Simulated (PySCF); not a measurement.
Ru²⁺ (ruthenium, charge +2) across methods

[Kr] 4d5 5s1, high-spin 7S determinant (an excited configuration). All numbers are calculated (PySCF 2.14, scalar relativity through the core potential, in aug-cc-pVTZ-PP with one added diffuse shell each of s, p, d, f, g type with ECP28MDF (7s7p6d4f3g, 113 functions)).

```tsv
method	E (hartree)	mean ε 4p β (eV)	mean ε 4d α (eV)	mean ε 5s α (eV)	Σ⟨r²⟩ (bohr²)	⟨S²⟩
PBE0	-93.4831	-70.472	-30.980	-22.407	31.37	12.000
PBE	-93.4876	-67.967	-28.942	-21.660	31.43	12.000
PW91	-93.5306	-68.062	-29.016	-21.750	31.43	12.000
r2SCAN	-93.5401	-68.734	-29.542	-21.936	31.24	12.000
UHF	-92.94821	-76.494	-36.323	-24.184	31.54	12.001
r2SCAN0	-93.5101	-70.953	-31.417	-22.673	31.24	12.000
M06	-93.4356	-70.459	-30.718	-22.148	31.38	12.000
```

**Question.** Estimate the same row for LDA.

**Answer.** E (hartree) = -93.2611; mean ε 4p β (eV) = -67.968; mean ε 4d α (eV) = -28.977; mean ε 5s α (eV) = -21.986; Σ⟨r²⟩ (bohr²) = 31.53; ⟨S²⟩ = 12.000.

Energies and moments cover only the electrons outside the core potential.
